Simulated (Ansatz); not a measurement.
Energy needed to pull apart CH$_{5}$NSe (SMILES NC[SeH]), closed shell, into free ground-state atoms, from the structure below (displaced at random from a GFN2-xTB minimum); no zero-point or spin–orbit terms; open-shell atoms are treated unrestricted, in their ground-state multiplicity.

N1  (-0.730, 0.304, -0.644)
C2  (0.425, 0.308, 0.302)
Se3  (0.960, -1.559, 0.656)
H4  (-0.364, 0.100, -1.574)
H5  (-1.189, 1.165, -0.594)
H6  (0.083, 0.864, 1.236)
H7  (1.361, 0.824, -0.118)
H8  (-0.508, -2.055, 0.914)
(Å)

Program: Ansatz 0.2.0. Basis: def2-TZVPP. Cores are frozen in the correlated methods. Filled d shells of the heavier atoms are correlated. The def2 sets are not built for correlating such inner shells, so the correlated values are less sure here.

| method | atomization energy (eV) |
| --- | --- |
| PBE-D4 | 27.41 |
| r2SCAN-D4 | ? |
| PBE0-D4 | 26.74 |
| r2SCAN0-D4 | 26.15 |
| CAM-B3LYP-D4 | 26.80 |
| wB97M-V | 26.72 |
| HF | 17.97 |
| MP2 | 26.08 |
| CCSD | ? |
| CCSD(T) | 25.96 |

Problem. What does CCSD give? (Judge from chemistry; the value comes from the calculation.)

Solution. Computed: 25.51 eV, which is about 0.45 eV less than CCSD(T)/def2-TZVPP.

Problem. What does r2SCAN-D4 give? (To be estimated.)

Solution. By the calculation: 26.64 eV, which is about 0.68 eV more than CCSD(T)/def2-TZVPP.

In triple zeta the MP2 and coupled-cluster atomization energies are still short of their basis limit by a few kcal/mol a bond, whereas those of the functionals are nearly converged, so these differences are not deviations from converged CCSD(T).

T1 diagnostic: at most 0.010.

For scale, one of the runs: CCSD(T)/def2-TZVPP forces, 180 basis functions (an equivalent command: `ansatz run in.yaml --threads 4`). Hardware: 4 CPU threads, shared host. Wall time 3.5 min; peak host memory 3.4 GiB.
